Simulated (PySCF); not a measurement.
As2H4: computed shieldings and shifts

As2H4, point group C2h.

Bonds: As1-As2 2.457 Å. As1 carries H3, H4; As2 carries H5, H6.

GIAO calculations in PySCF on the PBE0-D3(BJ)/def2-SVP structure: isolated species, non-relativistic, equivalent atoms averaged; basis pcSseg-1.

**Question.** Give the isotropic shieldings (ppm) with PBE0, wB97X-D.

**Answer.** 
| atoms | environment | PBE0 | wB97X-D |
| --- | --- | --- | --- |
| As1/As2 | arsenic bonded to As, 2 H | 1816 | 1812 |
| H3/H4/H5/H6 | hydrogen on an arsenic bonded to As | 28.73 | 28.89 |
| HOMO–LUMO gap (eV) | – | 6.45 | 9.83 |

**Question.** And the chemical shifts, against references computed in the same way?

**Answer.** 
```
      atoms  nucleus, reference  PBE0  wB97X-D
    As1/As2     $^{75}$As, AsH3    94       84
H3/H4/H5/H6        $^{1}$H, TMS  2.54     2.49
```

**Question.** Which part of the shielding of As1/As2 depends on the functional?

**Answer.** Diamagnetic: PBE0 2875, wB97X-D 2875 ppm; paramagnetic: PBE0 -1058, wB97X-D -1063 ppm. The diamagnetic part, set mainly by inner electrons, hardly moves; the paramagnetic part goes with low-lying magnetically allowed excitations and carries the spread.

**Question.** What couplings does B3LYP/pcJ-1 (pcSseg-1 on As) give?

**Answer.** $^{2}J$(H3,H4) = -11.6, $^{3}J$(H3,H5) = 8.3 Hz (averaged over equivalent pairs; isotopes $^{1}$H).

Relativistic effects, spin–orbit coupling among them, are left out; they matter for As and for the light atoms bonded to it.
